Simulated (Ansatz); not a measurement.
CH5NOSi can be A, `NC1O[SiH2]1`, or B, `O[SiH]1CN1`.

Program: Ansatz. Geometries: PBE0-D4/def2-TZVP. ΔE: electronic, gas phase. CBS: MP2 limit from def2 TZ/QZ plus the TZ coupled-cluster correction, frozen cores. DFT in def2-TZVPP. B3LYP here is the variant with VWN-RPA as its local correlation; programs differ in this. One conformer a species, not always the lowest.

Question: Which isomer does CCSD(T)/CBS put lower? Give the gap. (An estimate is asked.)

Answer: Ansatz gave: B, by 28.5 kcal/mol.

Question: Give E(B) − E(A) in kcal/mol with LDA (SPW92), BLYP-D4, CCSD/def2-TZVPP, CCSD(T)/def2-TZVPP, MP2/def2-TZVPP, B3LYP, B2PLYP. (Estimate.)

Answer: Ansatz gave: LDA (SPW92) -24.8, BLYP-D4 -24.2, CCSD/def2-TZVPP -28.6, CCSD(T)/def2-TZVPP -27.8, MP2/def2-TZVPP -29.2, B3LYP -26.4, B2PLYP -27.3. None reverses the order clearly.

Question: Does the order hold for the free energy at 298.15 K (harmonic terms from PBE0-D4)? (An estimate is asked.)

Answer: Ansatz gave: Yes: G(B) − G(A) = -28.2 kcal/mol, for one conformer each.

Largest T1 diagnostic: 0.014.

From PBE to PBE0 (25 % exact exchange), in def2-TZVPP and without D4, E(B) − E(A) moves by −2.7 kcal/mol. At CCSD(T), def2-SVP lies +6.2 kcal/mol from the extrapolated value and def2-TZVPP +0.8 kcal/mol.
